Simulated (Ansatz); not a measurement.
The same path of C$_{2}$H$_{3}$AlSi (7 atoms, charge 0, multiplicity 1) was run 3 times with different band settings. Lost on the way: C4–H7. Made: Al3–C4, Al3–H7.

Method: UKS revPBE/def2-SVP (Ansatz 0.2.0).

Relaxed end points:

```xyz
7
Properties=species:S:1:pos:R:3
C -0.488 -0.565 0.570
Si 0.235 -1.929 1.470
Al 1.440 -0.470 0.013
C -0.938 0.502 -0.162
H 2.137 0.565 -0.984
H -1.013 1.520 0.267
H -1.372 0.379 -1.174
```

```xyz
7
Properties=species:S:1:pos:R:3
C -0.833 -0.747 0.520
Si 0.277 -1.813 1.398
Al 0.871 0.389 -0.244
C -1.188 0.255 -0.265
H 1.588 -0.220 -1.539
H -2.169 0.625 -0.605
H 1.453 1.512 0.735
```

Common settings: spring 5.0 eV/Å²; optimiser quadratic models (default); force threshold 0.03 eV/Å; iteration limit 60; end points relaxed.

| run | movable images | climbing image | start path |
| --- | --- | --- | --- |
| 1 | 5 | yes | through a guess of the saddle point |
| 2 | 5 | yes | straight line |
| 3 | 6 | no | through a guess of the saddle point |

Task: What does each run give, and how far can it be trusted?

Result: Run 1: converged after 39 iterations, highest image 2.049 eV above the first end. The profile has 2 maxima (images 2, 5) with wells between them (image 4): this band takes more than one step, which may be the mechanism or a detour left from its start path. Neighbouring images differ by up to 2.0 eV, so the band resolves the path poorly. A vibrational analysis at the climbing image gives one clearly imaginary mode, 974i cm⁻¹: a first-order saddle point.
Run 2: converged after 34 iterations, highest image 2.123 eV above the first end. The order of the stationary point at the top wasn't checked.
Run 3: converged after 36 iterations, highest image 1.320 eV above the first end. The profile has 2 maxima (images 2, 6) with wells between them (image 4): this band takes more than one step, which may be the mechanism or a detour left from its start path. No image climbed, so the highest image needn't sit at the top of the path.
The orbitals were unrestricted but ended closed-shell.
